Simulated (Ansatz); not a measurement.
Predict a relaxed structure of SiHMe3 (C₃H₁₀Si), charge 0, singlet, at PBE0-D4/def2-SVP (Ansatz).


Cartesian coordinates in Å:
```
C -0.3479 1.1510 1.3216
C -1.3458 -0.6639 -0.9700
C 1.6835 -0.2247 -0.5551
Si 0.0151 -0.3893 0.3016
H 0.0612 -1.5758 1.2212
H -1.3084 1.0592 1.8530
H -0.4021 2.0427 0.6762
H 0.4383 1.3250 2.0733
H -1.1558 -1.5699 -1.5668
H -1.4106 0.1905 -1.6631
H -2.3273 -0.7799 -0.4838
H 1.9147 -1.1212 -1.1518
H 2.4950 -0.0880 0.1771
H 1.6900 0.6440 -1.2334
```
Point group C3v (tolerance 0.1 Å). This is one stationary point.
